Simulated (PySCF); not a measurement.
# Electric field gradients and quadrupole coupling constants

Species: C7H10F2O2.
Atom-mapped SMILES: `[CH3:1][C@@H:2]1[CH2:3][C:4](=[O:5])[O:6][CH2:7][C@H:8]1[CH:9]([F:10])[F:11]` (hydrogens: H12, H13, H14 on C1; H15 on C2; H16, H17 on C3; H18, H19 on C7; H20 on C8; H21 on C9)

Geometry (GFN2-xTB, Å), atoms numbered from 1 in this order:
```
atom  x, y, z in Å
C1     0.2611   -2.0447    0.0406
C2     0.0663   -0.6448   -0.5362
C3     1.4260   -0.0113   -0.8803
C4     2.0632    0.6606    0.3175
O5     3.1848    0.4643    0.6900
O6     1.2771    1.5435    0.9575
C7    -0.0626    1.6482    0.5220
C8    -0.6986    0.2544    0.4583
C9    -2.1731    0.3591    0.0859
F10   -2.3320    1.0039   -1.0964
F11   -2.8551    1.0831    1.0041
H12    0.9080   -2.0073    0.9143
H13   -0.6931   -2.4798    0.3297
H14    0.7213   -2.6966   -0.6973
H15   -0.5136   -0.7218   -1.4622
H16    1.2980    0.7546   -1.6499
H17    2.1138   -0.7642   -1.2628
H18   -0.5672    2.2751    1.2608
H19   -0.1175    2.1389   -0.4576
H20   -0.6490   -0.1771    1.4639
H21   -2.6666   -0.6211   -0.0023
```

Field gradients from the PBE0/pcSseg-1 density (PySCF, non-relativistic), principal values in atomic units, ordered |Vxx| ≤ |Vyy| ≤ |Vzz|:

```csv
atom,Vxx,Vyy,Vzz
O5,0.6457,1.0523,-1.6980
O6,-0.4834,-1.2431,1.7265
```

Find the asymmetry η = (Vxx − Vyy)/Vzz and the couplings χ = eQV/h (234.96 MHz × Q in barn × V in au), with Q(17O) = −0.0256 b.

```tsv
atom	environment	nucleus	η	χzz (MHz)	χxx (MHz)	χyy (MHz)
O5	ester carbonyl oxygen	17O	0.24	10.21	-3.88	-6.33
O6	ester single-bonded oxygen	17O	0.44	-10.39	2.91	7.48
```

What is Vzz at O5 in SI units (1 au = 9.71736 × 10²¹ V/m²)?

-1.6980 au = -16.500 × 10²¹ V/m².

And the gradient at the other heavy atoms, for which no coupling is worked out here?

```csv
atom,environment,Vzz (au),η
C1,methyl carbon,0.069,0.29
C2,sp3 CH carbon,-0.088,0.71
C3,sp3 carbon next to a carbonyl,-0.086,0.55
C4,ester carbonyl carbon,-0.402,0.89
C7,sp3 carbon bound to oxygen,0.426,0.30
C8,sp3 CH carbon,0.052,0.80
C9,CHF2 carbon,-0.539,0.74
F10,fluorine of a CF2 group,2.884,0.10
F11,fluorine of a CF2 group,2.906,0.09
```

What couplings would deuterons (Q(2H) = 0.00286 b) have in place of the hydrogens, at this geometry?

```json
{"atom": "H12", "bonded to": "C1", "bond length (Å)": "1.088", "Vzz (au)": "0.3104", "η": "0.03", "χzz (kHz)": "209"}
{"atom": "H13", "bonded to": "C1", "bond length (Å)": "1.088", "Vzz (au)": "0.3150", "η": "0.03", "χzz (kHz)": "212"}
{"atom": "H14", "bonded to": "C1", "bond length (Å)": "1.087", "Vzz (au)": "0.3151", "η": "0.02", "χzz (kHz)": "212"}
{"atom": "H15", "bonded to": "C2", "bond length (Å)": "1.095", "Vzz (au)": "0.2900", "η": "0.03", "χzz (kHz)": "195"}
{"atom": "H16", "bonded to": "C3", "bond length (Å)": "1.093", "Vzz (au)": "0.2997", "η": "0.02", "χzz (kHz)": "201"}
{"atom": "H17", "bonded to": "C3", "bond length (Å)": "1.089", "Vzz (au)": "0.3035", "η": "0.02", "χzz (kHz)": "204"}
{"atom": "H18", "bonded to": "C7", "bond length (Å)": "1.092", "Vzz (au)": "0.2902", "η": "0.06", "χzz (kHz)": "195"}
{"atom": "H19", "bonded to": "C7", "bond length (Å)": "1.097", "Vzz (au)": "0.2826", "η": "0.06", "χzz (kHz)": "190"}
{"atom": "H20", "bonded to": "C8", "bond length (Å)": "1.095", "Vzz (au)": "0.2883", "η": "0.01", "χzz (kHz)": "194"}
{"atom": "H21", "bonded to": "C9", "bond length (Å)": "1.101", "Vzz (au)": "0.2680", "η": "0.03", "χzz (kHz)": "180"}
```

One conformer (not necessarily the lowest) at the GFN2-xTB geometry, without solvent, vibrations or thermal averaging. GFN2-xTB bond lengths can be off by several hundredths of an ångström, more for odd bonds, and the gradients follow them. These gradients aren't converged with respect to the basis.
